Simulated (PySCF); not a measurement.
How neighbours change a Si atom

Gas-phase molecules, one conformer each, optimised by PBE0-D3(BJ)/def2-SVP. No frequency run checks that these structures are minima. Shifts by GIAO PBE0/pcSseg-1 or PBE0/pcSseg-2 against computed TMS. Core levels by delta-SCF with SCAN, pcX-2 on the ionised atom and pcseg-1 elsewhere, spin-free X2C (2p3/2 is the spin-free 2p value less a third of a first-order spin-orbit splitting); from the vacuum level. Excitations by CAM-B3LYP/def2-SVPD.

**Question.** Order these by the lowest singlet (eV), lowest first.
A. O[Si]([SiH3])([SiH3])[SiH3] (Si bonded to 1 O + 3 Si)
B. O[Si]([SiH3])([SiH3])Cl (Si bonded to 1 Cl + 1 O + 2 Si)
C. O[Si](Cl)(Cl)Cl (Si bonded to 3 Cl + 1 O)
D. O[Si]([SiH3])(Cl)Cl (Si bonded to 2 Cl + 1 O + 1 Si)

**Answer.** A (5.39), B (5.85), D (7.34), C (7.69).

**Question.** Give the other values.

**Answer.** 
```
         structure (SMILES)       Si bonded to  shift of Si (ppm)  core level of Si (eV)  lowest singlet (eV)
O[Si]([SiH3])([SiH3])[SiH3]         1 O + 3 Si               -1.0                 106.55                 5.39
        O[Si]([SiH3])(Cl)Cl  2 Cl + 1 O + 1 Si                9.2                 108.80                 7.34
            O[Si](Cl)(Cl)Cl         3 Cl + 1 O              -13.1                 110.09                 7.69
    O[Si]([SiH3])([SiH3])Cl  1 Cl + 1 O + 2 Si               27.8                 107.63                 5.85
```
